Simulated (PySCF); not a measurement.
Species: CH₆NOPSi.
Z-matrix (Å and degrees, PBE0-D3(BJ)/def2-SVP geometry), rows numbered from 1:
```
C 
N   1  1.2620
Si  2  1.7524  1  126.19
O   3  1.6585  2  107.80  1   129.25
P   3  2.2610  2  108.23  1  -109.20
H   1  1.1066  2  120.65  3   179.45
H   1  1.1120  2  124.55  3    -0.52
H   3  1.4936  2  113.73  1    11.79
H   4  0.9624  3  115.75  2    42.61
H   5  1.4299  3   92.80  2   -31.59
H   5  1.4308  3   91.53  2    61.77
```

Computed with PBE0-D3(BJ)/def2-SVP geometry optimisation, gas phase in PySCF 2.14.0.

Masses are those of the commonest isotopes; rigid-rotor values at the optimised geometry. The values belong to one conformer with, in the numbering `[CH2:1]=[N:2][Si@@H:3]([OH:4])[PH2:5]`, C1–N2–Si3–O4 129°, N2–Si3–O4–H 43°, N2–Si3–P5–H -32° and 62°.

(1) Give the principal moments of inertia and the rotational constants in GHz.

(2) Classify the top.

(3) Is it planar, by Δ = Ic − Ia − Ib?

(4) Give the other two planar moments, Paa and Pbb, and the rms extents of the mass along the axes.

(5) Give the coordinates in the principal-axis frame, origin at the centre of mass.

(6) List the rotational levels J(Ka,Kc) to J = 5 (MHz).

(7) Predict some low-J microwave lines.

(8) Estimate the classical rotational partition function at 50 K, 298.15 K and 500 K.

Results:

(1) Ia = 128.47, Ib = 231.13, Ic = 327.41 u·Å²; 505379 MHz·u·Å²/I gives 3934, 2187 and 1544 MHz, that is A = 3.9340, B = 2.1866, C = 1.5436 GHz.

(2) An asymmetric top. Ray's parameter κ = (2B − A − C)/(A − C) = -0.462; −1 is the prolate and +1 the oblate limit.

(3) Not planar: Δ = Ic − Ia − Ib = -32.19 u·Å². For a rigid frame Δ = −2 Σ m c², so Σ m c² = 16.09 u·Å² lies off the ab plane: 8.58 from hydrogen and 7.51 from heavier atoms. The atom farthest from that plane is 1.84 Å away.

(4) Paa = Σ m a² = (Ib + Ic − Ia)/2 = 215.03 and Pbb = Σ m b² = (Ia + Ic − Ib)/2 = 112.37 u·Å². With the mass M = 107.00 u, the rms extents √(P/M) along a, b and c are 1.42, 1.02, 0.39 Å.

(5) The sense of each axis is arbitrary; atoms in the order of the calculation.
| atom | mass (u) | a (Å) | b (Å) | c (Å) |
| --- | --- | --- | --- | --- |
| C1 | 12.000 | -2.336 | -1.093 | -0.070 |
| N2 | 14.003 | -1.421 | -0.412 | 0.469 |
| Si3 | 27.977 | -0.120 | 0.416 | -0.364 |
| O4 | 15.995 | -0.083 | 1.981 | 0.183 |
| P5 | 30.974 | 1.808 | -0.685 | 0.067 |
| H6 | 1.008 | -3.111 | -1.586 | 0.547 |
| H7 | 1.008 | -2.441 | -1.253 | -1.166 |
| H8 | 1.008 | -0.308 | 0.496 | -1.843 |
| H9 | 1.008 | -0.194 | 2.095 | 1.132 |
| H10 | 1.008 | 1.369 | -1.088 | 1.366 |
| H11 | 1.008 | 1.314 | -1.873 | -0.559 |

(6) Above 0(0,0):
J = 1: 1(0,1) 3730, 1(1,1) 5478, 1(1,0) 6121
J = 2: 2(0,2) 11043, 2(1,2) 12295, 2(1,1) 14224, 2(2,1) 19466, 2(2,0) 19613
J = 3: 3(0,3) 21689, 3(1,3) 22437, 3(1,2) 26274, 3(2,2) 30657, 3(2,1) 31348, 3(3,1) 41085, 3(3,0) 41106
J = 4: 4(0,4) 35450, 4(1,4) 35831, 4(1,3) 42114, 4(2,3) 45461, 4(2,2) 47311, 4(3,2) 56246, 4(3,1) 56393, 4(4,1) 70520, 4(4,0) 70523
J = 5: 5(0,5) 52238, 5(1,5) 52412, 5(1,4) 61505, 5(2,4) 63786, 5(2,3) 67477, 5(3,3) 75218, 5(3,2) 75770, 5(4,2) 89497, 5(4,1) 89520, 5(5,1) 107816, 5(5,0) 107816

(7) The dipole components are |μa| = 1.73 D, |μb| = 1.28 D, |μc| = 0.40 D. Intensities carry the squares of the components, which stand as 1.00 : 0.55 : 0.05 (a : b : c). Some lines, for components of 0.1 D or more:

```json
{"type": "a", "branch": "Q", "J(Ka,Kc)": "5(3,2) ← 5(3,3)", "MHz": "552", "lower level (cm⁻¹)": "2.509"}
{"type": "a", "branch": "Q", "J(Ka,Kc)": "1(1,0) ← 1(1,1)", "MHz": "643", "lower level (cm⁻¹)": "0.183"}
{"type": "a", "branch": "Q", "J(Ka,Kc)": "2(1,1) ← 2(1,2)", "MHz": "1929", "lower level (cm⁻¹)": "0.410"}
{"type": "b", "branch": "Q", "J(Ka,Kc)": "1(1,0) ← 1(0,1)", "MHz": "2390", "lower level (cm⁻¹)": "0.124"}
{"type": "a", "branch": "Q", "J(Ka,Kc)": "5(2,3) ← 5(2,4)", "MHz": "3691", "lower level (cm⁻¹)": "2.128"}
{"type": "a", "branch": "R", "J(Ka,Kc)": "1(0,1) ← 0(0,0)", "MHz": "3730", "lower level (cm⁻¹)": "0.000"}
{"type": "b", "branch": "Q", "J(Ka,Kc)": "3(1,2) ← 3(0,3)", "MHz": "4584", "lower level (cm⁻¹)": "0.723"}
{"type": "b", "branch": "R", "J(Ka,Kc)": "2(0,2) ← 1(1,1)", "MHz": "5566", "lower level (cm⁻¹)": "0.183"}
{"type": "b", "branch": "R", "J(Ka,Kc)": "4(2,2) ← 3(3,1)", "MHz": "6226", "lower level (cm⁻¹)": "1.370"}
{"type": "b", "branch": "R", "J(Ka,Kc)": "3(1,2) ← 2(2,1)", "MHz": "6807", "lower level (cm⁻¹)": "0.649"}
{"type": "b", "branch": "Q", "J(Ka,Kc)": "5(1,4) ← 5(0,5)", "MHz": "9267", "lower level (cm⁻¹)": "1.742"}
{"type": "b", "branch": "R", "J(Ka,Kc)": "3(0,3) ← 2(1,2)", "MHz": "9394", "lower level (cm⁻¹)": "0.410"}
{"type": "b", "branch": "Q", "J(Ka,Kc)": "4(2,3) ← 4(1,4)", "MHz": "9630", "lower level (cm⁻¹)": "1.195"}
{"type": "c", "branch": "Q", "J(Ka,Kc)": "3(3,1) ← 3(2,1)", "MHz": "9736", "lower level (cm⁻¹)": "1.046"}
{"type": "a", "branch": "R", "J(Ka,Kc)": "3(0,3) ← 2(0,2)", "MHz": "10646", "lower level (cm⁻¹)": "0.368"}
{"type": "b", "branch": "Q", "J(Ka,Kc)": "5(3,3) ← 5(2,4)", "MHz": "11432", "lower level (cm⁻¹)": "2.128"}
{"type": "a", "branch": "R", "J(Ka,Kc)": "3(1,2) ← 2(1,1)", "MHz": "12050", "lower level (cm⁻¹)": "0.474"}
{"type": "b", "branch": "R", "J(Ka,Kc)": "2(2,0) ← 1(1,1)", "MHz": "14136", "lower level (cm⁻¹)": "0.183"}
{"type": "a", "branch": "R", "J(Ka,Kc)": "4(3,2) ← 3(3,1)", "MHz": "15161", "lower level (cm⁻¹)": "1.370"}
{"type": "b", "branch": "R", "J(Ka,Kc)": "5(1,4) ← 4(2,3)", "MHz": "16043", "lower level (cm⁻¹)": "1.516"}
{"type": "b", "branch": "R", "J(Ka,Kc)": "5(0,5) ← 4(1,4)", "MHz": "16407", "lower level (cm⁻¹)": "1.195"}
{"type": "a", "branch": "R", "J(Ka,Kc)": "5(2,4) ← 4(2,3)", "MHz": "18325", "lower level (cm⁻¹)": "1.516"}
{"type": "a", "branch": "R", "J(Ka,Kc)": "5(3,2) ← 4(3,1)", "MHz": "19377", "lower level (cm⁻¹)": "1.881"}
{"type": "b", "branch": "R", "J(Ka,Kc)": "4(3,1) ← 3(2,2)", "MHz": "25737", "lower level (cm⁻¹)": "1.023"}
{"type": "b", "branch": "R", "J(Ka,Kc)": "4(4,1) ← 3(3,0)", "MHz": "29414", "lower level (cm⁻¹)": "1.371"}
{"type": "c", "branch": "R", "J(Ka,Kc)": "4(4,0) ← 3(3,0)", "MHz": "29416", "lower level (cm⁻¹)": "1.371"}
{"type": "c", "branch": "R", "J(Ka,Kc)": "5(5,1) ← 4(4,1)", "MHz": "37296", "lower level (cm⁻¹)": "2.352"}
```

(8) Point group C1, symmetry number σ = 1; q = (√π/σ)·√((kT/h)³/(ABC)), k/h = 20836.6 MHz/K: 16400 at 50 K, 238000 at 298.15 K, 517000 at 500 K.

Not checked by PBE0-D3(BJ)/def2-SVP frequencies. These are rigid-rotor constants of the computed structure; measured ground-state constants (B0) also hold zero-point vibration. Quadrupole hyperfine structure (14N) is left out.
